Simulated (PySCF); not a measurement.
Ligands exchanged one at a time, Ga F-H. All species are isolated molecules in the gas phase. Strings in code marks are SMILES.

The dipole moment from two functionals at the same geometries (B3LYP-D3(BJ)/def2-TZVP), both in PySCF: PBE-D3(BJ)/def2-TZVP and B3LYP-D3(BJ)/def2-TZVP. B3LYP has the VWN-RPA correlation part, as in Gaussian. 

```
species                                 B3LYP-D3(BJ)/def2-TZVP (D)
--------------------------------------  --------------------------
1 of 3 F replaced by H (`[F][GaH][F]`)                        2.59
2 of 3 F replaced by H (`[F][GaH2]`)                          2.30
3 of 3 F replaced by H (`[GaH3]`)                             0.00
```

### Question
What does PBE-D3(BJ)/def2-TZVP give for each?

### Answer

- 1 of 3 F replaced by H (`[F][GaH][F]`): 2.42
- 2 of 3 F replaced by H (`[F][GaH2]`): 2.13
- 3 of 3 F replaced by H (`[GaH3]`): 0.00
Over these rows, drawn at random from the members with no instability flagged (it was tested for open shells, ions and some series alone), PBE minus B3LYP-D3(BJ): mean -0.11 D, from -0.17 D to 0.00 D.
